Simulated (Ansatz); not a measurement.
`[CH3][Ge]([SH])([Cl])[Cl]`, relaxed with RKS PBE0-D4/def2-TZVP in Ansatz 0.2.0 from a PBE-D4/def2-SVP geometry. The force threshold is 0.005 eV/Å; the program also tests the step.

Charge 0, multiplicity 1.

Start:

```xyz
9

C     0.117    0.769    1.047
Ge    0.049   -0.037   -0.727
S    -1.343   -1.768   -0.951
Cl   -0.651    1.423   -2.173
Cl    2.075   -0.629   -1.275
H    -0.897    1.112    1.328
H     0.478    0.018    1.776
H     0.816    1.626    1.023
H    -0.644   -2.514   -0.048
```

(1) By how much does the energy fall, and how many steps does the optimiser take? (An estimate is asked.)

(2) Which bonds change most? (Estimate.)

(3) Give the relaxed structure. (Best estimate.)

## Answers

(1) Ansatz gave: 4.09 kJ/mol, in 8 steps, 2 of them rejected.

(2) Computed: Ge2–Cl5 from 2.181 to 2.151 Å; Ge2–Cl4 from 2.170 to 2.143 Å; Ge2–S3 from 2.232 to 2.205 Å; S3–H9 from 1.364 to 1.345 Å.

(3) The calculation gave: 
```xyz
9

C     0.117    0.768    1.041
Ge    0.046   -0.037   -0.713
S    -1.331   -1.745   -0.935
Cl   -0.636    1.398   -2.150
Cl    2.039   -0.631   -1.263
H    -0.882    1.106    1.319
H     0.472    0.032    1.762
H     0.803    1.615    1.015
H    -0.629   -2.506   -0.076
```
